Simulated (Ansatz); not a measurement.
```yaml
crystal:
  periodic: [false, false, false]
  atoms:
    - {symbol: Cr, position_ang: [-0.590697, 1.243715, 0.722107]}
    - {symbol: Cr, position_ang: [0.130204, -1.231790, 1.227549]}
    - {symbol: Cr, position_ang: [-0.284044, -0.630903, -1.321479]}
    - {symbol: P, position_ang: [0.926634, 1.388628, -1.234900]}
    - {symbol: P, position_ang: [1.732584, 0.071329, 0.252649]}
    - {symbol: P, position_ang: [-1.914671, -0.840981, 0.354075]}
basis:
  gaussian: {orbitals: def2-mTZVPP, nuclear_model: gaussian}
magnetization: {spin_polarized: true, initial_magnetization: 1}
hamiltonian: {xc: {name: PBE}}
scf: {omitted_lower_state_checks: [starts]}
```

```sh
$ ansatz run in.yaml --threads 4 --pin off --events-out ev --progress --plain --max-ram 8704MiB
```

Output, abridged:

```
Functional definition: PBE
1767 factors; their error is unknown
mean field evaluation 1: about -112998.8009 eV, gradient 1.8e2 eV
mean field evaluation 2: about -112060.5469 eV, gradient 4.2e2 eV
mean field evaluation 4: about -112642.2180 eV, gradient 3.1e2 eV
mean field evaluation 8: about -113099.1314 eV, gradient 1.2e1 eV
mean field evaluation 16: about -113101.7952 eV, gradient 1.5e0 eV
mean field -113101.80142382 eV, -4156.4145391708 hartree, gradient 3.4e-6 eV, S^2 5.078466; 0 other end points of the search recorded, 0 dependent functions left out
reference -113101.80147138 eV, -4156.4145409189 hartree; 59, 58 occupied and 121, 122 virtual orbitals, 1767 factors
Total energy: -113101.80147138 eV, -4156.4145409189 hartree
Checks for a lower state left out: starts
```

Hardware: 4 threads of Arm Neoverse V2 on a shared host. Wall time 14 s.

The charge 0 doublet is spin-contaminated (final ⟨S²⟩ up to 5.08, 0.75 for a pure state).
